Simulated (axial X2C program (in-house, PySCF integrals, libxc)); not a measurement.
## TiCN: properties at the nuclei

Computed with an in-house all-electron X2C program for linear molecules (integrals from PySCF): two-component X2C with atomic mean-field Coulomb and Gaunt terms, Gaussian nuclei, basis Ti dyall-v3z, C dyall-v3z, N dyall-av3z with contracted cores.

Ti–C–N held linear, with bonds 2.102 and 1.161 Å (near the PBE0 minimum at charge 0 of the determinant lowest at the starting distance; the state shown can have its own minimum elsewhere, held linear; other orders of the atoms were not compared).

Input and command:
```json
{"zs": [22, 6, 7], "q": 0, "bas": ["dyall-v3z", "dyall-v3z", "dyall-av3z"], "r0": [2.06, 1.16], "symm": 0, "scan": ["PBE0", "HF", "B3LYP"], "levels": ["PBE0", "HF", "LDA"], "nst": 2}
```
```bash
python solin.py task.json out
```

Keys: zs atomic numbers; q charge; bas basis sets; r0 starting distance in Å; symm equal bonds; scan levels of the two-bond scan; levels methods; nst determinants followed.

Determinant lowest in the PBE0 search, Ω = 3/2 (⟨Sz⟩ = -1.50, ⟨Lz⟩ = 3.00 at PBE0), spin on the atoms Ti -1.51, C 0.04, N -0.03:

```
level  Eeff magnitude (GV/cm)  Ws magnitude Ti (kHz)  A∥/gI Ti (MHz)  qzz Ti (a.u.)  A∥/gI C (MHz)  qzz C (a.u.)  A∥/gI N (MHz)  qzz N (a.u.)  μ (D)
 PBE0                   0.294                 0.0743           -86.9          -0.76           8.83         -0.61             13         -1.17  -6.67
   HF                   0.533                  0.136           -31.6          -1.07           -1.7         -0.74           8.43         -1.37  -5.55
  LDA                    0.23                 0.0579           -99.1          -0.66             12         -0.57           17.2         -1.11  -6.53
```

Determinant 0.04 eV from it at PBE0 and this distance, Ω = 9/2 (⟨Sz⟩ = 1.50, ⟨Lz⟩ = 3.00 at PBE0), spin on the atoms Ti 1.51, C -0.04, N 0.03:

```tsv
level	Eeff magnitude (GV/cm)	Ws magnitude Ti (kHz)	A∥/gI Ti (MHz)	qzz Ti (a.u.)	A∥/gI C (MHz)	qzz C (a.u.)	A∥/gI N (MHz)	qzz N (a.u.)	μ (D)
PBE0	0.291	0.0246	252	-0.77	-1.57	-0.61	2.85	-1.17	-6.67
HF	0.532	0.0453	233	-1.06	1.25	-0.74	2.8	-1.37	-5.55
LDA	0.228	0.0192	257	-0.66	-1.72	-0.57	4.12	-1.11	-6.53
```

Eeff is the effective electric field on the electron electric dipole moment in this Ω state and Ws the scalar–pseudoscalar constant of the nucleus named (defined with the proton number Z and per Ω); A∥ (defined per Ω) follows by multiplying with gI = μI/(I μN); qzz is the electric field gradient, eQq0 = 234.96 MHz × Q/barn × qzz; μ is positive if the N end (last atom) is positive. The operators were transformed with the bare-nucleus X2C matrices; with these basis sets, hyperfine constants and field gradients can be off by tens of per cent, and where levels differ in sign neither size nor sign is settled.

Task: With Q(47Ti) = 0.302 barn, Q(14N) = 0.02044 barn (Q from Pyykkö, Mol. Phys. 2018), turn the PBE0 values of the first state into constants in MHz.

Result: eQq0(47Ti) = 234.96 × (0.302) × (-0.76) = -53.9 MHz; eQq0(14N) = 234.96 × (0.02044) × (-1.17) = -5.62 MHz.

The molecule was held linear; bending was not examined, so a bent shape may lie lower.

Each state is one determinant with collinear spin, which with several unpaired electrons need not be a pure state. Unrestricted Hartree–Fock can overshoot spin polarisation at the nuclei. With several open shells hyperfine constants can be off by a factor of several. Where Eeff spreads by more than a factor of two the levels disagree and none is to be relied on. The search compared states at one distance, so a state with another bond length can lie lower. Where a field gradient or hyperfine factor spreads by more than a factor of two over the levels, a constant derived from it is not to be relied on. PBE0 term energies can be off by some tenths of an eV.
